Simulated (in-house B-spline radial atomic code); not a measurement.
Sr⁵⁺. Computed with a B-spline radial atomic code. Model: all-electron spherical atom, spin shells full or empty, radial basis limit, no spin-orbit coupling, Breit or QED, empty-state partial waves extrapolated as (l+1/2)^-4, RPA, G0W0 and static COHSEX of the highest shell as one setting changes (uncorrelated shells keep exact exchange).

Given: element Sr; charge 5; filled core Ar; hamiltonian one-electron scalar X2C; mean-field start HSE06; highest l of empty states 9; nuclear rms radius 4.224 fm; highest mean-field shell 4p up.

Shell: 3d 5 5, 4s 1 1, 4p 3 0 (electrons up and down).

```json
{"lowest nl shells left uncorrelated": "0", "RPA correlation energy (hartree)": "-2.4455", "G0W0 level (eV)": "-89.638", "G0W0 minus most complete (meV)": "0", "COHSEX level (eV)": "-91.936", "linearised minus solved G0W0 (meV)": "-8.5"}
{"lowest nl shells left uncorrelated": "1", "RPA correlation energy (hartree)": "-2.2877", "G0W0 level (eV)": "-89.636", "G0W0 minus most complete (meV)": "1.8", "COHSEX level (eV)": "-91.936", "linearised minus solved G0W0 (meV)": "-8.5"}
{"lowest nl shells left uncorrelated": "2", "RPA correlation energy (hartree)": "-2.1054", "G0W0 level (eV)": "-89.635", "G0W0 minus most complete (meV)": "2.9", "COHSEX level (eV)": "-91.937", "linearised minus solved G0W0 (meV)": "-8.5"}
{"lowest nl shells left uncorrelated": "3", "RPA correlation energy (hartree)": "?", "G0W0 level (eV)": "?", "G0W0 minus most complete (meV)": "?", "COHSEX level (eV)": "?", "linearised minus solved G0W0 (meV)": "?"}
{"lowest nl shells left uncorrelated": "4", "RPA correlation energy (hartree)": "?", "G0W0 level (eV)": "?", "G0W0 minus most complete (meV)": "?", "COHSEX level (eV)": "?", "linearised minus solved G0W0 (meV)": "?"}
{"lowest nl shells left uncorrelated": "5", "RPA correlation energy (hartree)": "-0.91319", "G0W0 level (eV)": "-89.701", "G0W0 minus most complete (meV)": "-62.9", "COHSEX level (eV)": "-92.02", "linearised minus solved G0W0 (meV)": "-8.7"}
{"lowest nl shells left uncorrelated": "6", "RPA correlation energy (hartree)": "-0.20327", "G0W0 level (eV)": "-89.349", "G0W0 minus most complete (meV)": "289.3", "COHSEX level (eV)": "-91.392", "linearised minus solved G0W0 (meV)": "-8.1"}
{"lowest nl shells left uncorrelated": "7", "RPA correlation energy (hartree)": "-0.073135", "G0W0 level (eV)": "-89.696", "G0W0 minus most complete (meV)": "-57.5", "COHSEX level (eV)": "-91.199", "linearised minus solved G0W0 (meV)": "-1.6"}
```

Problem. What follows for lowest nl shells left uncorrelated = 4?

Solution. RPA correlation energy -1.4187 hartree; G0W0 level -89.631 eV; G0W0 minus most complete 7.4 meV; COHSEX level -91.914 eV; linearised minus solved G0W0 -8.5 meV.

Problem. What follows for lowest nl shells left uncorrelated = 3?

Solution. RPA correlation energy -1.5929 hartree; G0W0 level -89.622 eV; G0W0 minus most complete 16.1 meV; COHSEX level -91.908 eV; linearised minus solved G0W0 -8.4 meV.
